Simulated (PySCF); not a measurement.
Input and output of a TDDFT job on WS2Cl2, `[S]=[W](=[S])([Cl])[Cl]`.

Method: TDDFT B3LYP/def2-SVPD, vertical, gas phase, core orbitals frozen in the response, def2 core potentials past Kr (PySCF).

Input of the driver that calls PySCF (job settings, then Cartesian coordinates in Å):

```
{"job": {"kind": "uv", "xc": "B3LYP", "basis": "def2-SVPD", "ip": false, "nstates": 10}, "charge": 0, "multiplicity": 1}
W     -0.0127     0.0003    -0.0032
S      0.0342    -0.0272     2.1116
S      1.9900     0.0111    -0.6783
Cl    -1.0105     1.9070    -0.6890
Cl    -1.0011    -1.8913    -0.7412
```

Output:

```
coarse grid: 34200 points
cycle   1  E = -1783.5760187740  dE = -1.227e+01  |g| = 5.181e-01  |ddm| = 8.808e+00
cycle   2  E = -1783.3118148221  dE =  2.642e-01  |g| = 1.193e+00  |ddm| = 1.943e+00
cycle   3  E = -1783.5576804334  dE = -2.459e-01  |g| = 5.673e-01  |ddm| = 1.462e+00
cycle   4  E = -1783.6472751494  dE = -8.959e-02  |g| = 7.055e-02  |ddm| = 8.716e-01
cycle   5  E = -1783.6480383030  dE = -7.632e-04  |g| = 4.090e-02  |ddm| = 1.278e-01
cycle   6  E = -1783.6485424336  dE = -5.041e-04  |g| = 5.429e-03  |ddm| = 6.538e-02
cycle   7  E = -1783.6485509487  dE = -8.515e-06  |g| = 1.439e-03  |ddm| = 1.026e-02
final grid: 62576 points
cycle   8  E = -1783.6485864099  dE =  3.460e-06  |g| = 3.432e-03  |ddm| = 7.135e-03
cycle   9  E = -1783.6485586124  dE =  2.780e-05  |g| = 9.450e-03  |ddm| = 1.827e-02
cycle  10  E = -1783.6485903575  dE = -3.175e-05  |g| = 9.864e-04  |ddm| = 1.363e-02
cycle  11  E = -1783.6485905973  dE = -2.398e-07  |g| = 3.943e-04  |ddm| = 1.495e-03
cycle  12  E = -1783.6485906366  dE = -3.924e-08  |g| = 8.682e-05  |ddm| = 4.785e-04
cycle  13  E = -1783.6485906387  dE = -2.129e-09  |g| = 6.870e-06  |ddm| = 1.122e-04
cycle  14  E = -1783.6485906387  dE = -1.000e-11  |g| = 1.187e-06  |ddm| = 1.324e-05
converged SCF energy = -1783.6485906387

Static polarisability (au): isotropic 111.857, principal 104.222 108.598 122.750

Singlet excitations
state   eV       nm        f      main configurations
  1   2.7160    456.5   0.00929   H->L 0.95
  2   2.7483    451.1   0.00158   H->L+1 0.98
  3   3.4590    358.4   0.00001   H-1->L 0.92
  4   3.5532    348.9   0.01086   H-2->L 0.96
  5   3.5673    347.6   0.00000   H->L+2 0.93
  6   3.8935    318.4   0.00097   H-2->L+1 0.60, H->L+3 0.37
  7   4.0056    309.5   0.00673   H-1->L+1 0.70, H-3->L 0.15, H->L+4 0.11
  8   4.3260    286.6   0.00054   H->L+4 0.52, H-3->L 0.41
  9   4.3715    283.6   0.01400   H-1->L+2 0.50, H->L+3 0.29, H-2->L+1 0.13
 10   4.4287    280.0   0.00640   H-2->L+2 0.39, H->L+4 0.32, H-3->L 0.18

Triplet excitations (Tamm-Dancoff, eV): 2.2873 2.4872 3.0985 3.1915
```

The SCF starts on a coarse grid; the energy jumps when the final grid takes over, and dE counts afresh there. The run used 143 basis functions and 14 SCF iterations for the ground state.

Time: 15 s wall, 11 s CPU. Hardware: x86-64 server, one thread, on a shared host.

**Question.** What frontier levels and dipole did the ground state of this run have?

**Answer.** HOMO -7.55 eV, LUMO -3.87 eV, dipole 0.53 D.

Isolated species at its PBE0-D3(BJ)/def2-SVP geometry, gas phase. Atoms past krypton carry effective core potentials; spin–orbit coupling is left out.
